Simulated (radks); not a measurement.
Ti IV, configuration [Ar] 5s1 (not the ground configuration).

Calculated with a radial shooting solver on a logarithmic mesh with Libxc functionals: scalar-relativistic Kohn-Sham, r2SCAN, spin-polarised, spherical densities, finite nucleus; open shells are filled with parallel spins first; meta-GGA in the generalised Kohn-Sham scheme; Fermi nuclear charge, rms radius 3.5921 fm.

Energy parts (eV):
| part | energy |
|---|---|
| total | -23158.913 |
| kinetic | 23358.079 |
| electron-nucleus | -54196.666 |
| Hartree | 8790.679 |
| exchange-correlation | -1111.004 |

Orbitals (lengths in bohr, moments of r in powers of bohr; <r^-3> diverges for s and p1/2):
| orbital | occ. | eigenvalue (eV) | <r^4> | <r^-3> | <r> |
|---|---|---|---|---|---|
| 1s up | 1 | -4936.154 | 0.0001096 | - | 0.06961 |
| 1s down | 1 | -4936.129 | 0.0001096 | - | 0.06961 |
| 2s up | 1 | -593.0599 | 0.02715 | - | 0.3239 |
| 2s down | 1 | -593.0365 | 0.02715 | - | 0.3239 |
| 2p up | 3 | -497.8073 | 0.02204 | 264.9 | 0.2895 |
| 2p down | 3 | -497.7817 | 0.02203 | 264.9 | 0.2895 |
| 3s up | 1 | -109.3776 | 1.879 | - | 0.9773 |
| 3s down | 1 | -109.2853 | 1.873 | - | 0.9770 |
| 3p up | 3 | -83.7889 | 2.521 | 33.20 | 1.031 |
| 3p down | 3 | -83.6718 | 2.494 | 33.26 | 1.029 |
| 5s up | 1 | -15.4266 | 933.8 | - | 4.852 |

The highest occupied level is 5s up at -15.427 eV. The density falls to 0.001 e/bohr^3 at r = 5.01 bohr. The electron density at the nucleus is 8538 e/bohr^3 (large components only). Summed over all electrons, <r^2> = 36.75 bohr^2, which gives a Langevin (diamagnetic) susceptibility term of -29.1 x 10^-6 cm^3/mol.
